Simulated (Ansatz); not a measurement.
The same path of BFH4N2 + ClH (10 atoms, charge 0, multiplicity 1) was run twice with different band settings. Lost on the way: B1–F2, Cl9–H10. Made: B1–Cl9, F2–H10.

Computed with Ansatz 0.2.0, RKS PBE-D4/def2-SVP.

Relaxed end points:

```xyz
10
Properties=species:S:1:pos:R:3
B -0.017 -0.187 -0.258
F -0.033 -0.400 1.110
N 1.253 -0.080 -0.872
H 2.110 -0.121 -0.325
H 1.396 0.120 -1.858
N -1.271 -0.113 -0.908
H -2.142 -0.146 -0.381
H -1.390 0.099 -1.895
Cl -0.195 2.610 1.902
H -0.123 1.309 1.776
```

```xyz
10
Properties=species:S:1:pos:R:3
B -0.040 0.643 -0.557
F -0.079 -0.204 2.297
N 1.237 0.151 -0.897
H 1.382 -0.738 -1.372
H 2.089 0.577 -0.540
N -1.282 0.102 -0.948
H -1.374 -0.792 -1.426
H -2.163 0.496 -0.627
Cl -0.091 2.185 0.428
H -0.090 0.670 1.934
```

Common settings: spring 5.0 eV/Å²; optimiser quadratic models (default); start path through a guess of the saddle point; force threshold 0.03 eV/Å; iteration limit 60; end points relaxed.

| run | movable images | climbing image |
| --- | --- | --- |
| 1 | 7 | yes |
| 2 | 3 | no |

(1) What does each run give, and how far can it be trusted?

Results:

(1) Run 1: converged after 33 iterations, highest image 1.321 eV above the first end. The profile has 3 maxima (images 2, 5, 7) with wells between them (images 3, 6): this band takes more than one step, which may be the mechanism or a detour left from its start path. A structure lower than the first end lies on the path between it and the top, so the climb from that side starts below the end, which may itself be a saddle point or a shallow side well. Neighbouring images differ by up to 1.3 eV, so the band resolves the path poorly. A vibrational analysis at the climbing image gives one clearly imaginary mode, 464i cm⁻¹: a first-order saddle point.
Run 2: converged after 18 iterations, highest image 0.810 eV above the first end. No image climbed, so the highest image needn't sit at the top of the path. A band with more images between the same ends climbed to 1.32 eV, so this one has probably stepped over the top. So few images can step over the top or miss a turn of the path.
The orbitals stay closed-shell, which can raise the energy where a bond breaks towards radicals; this wasn't checked here.
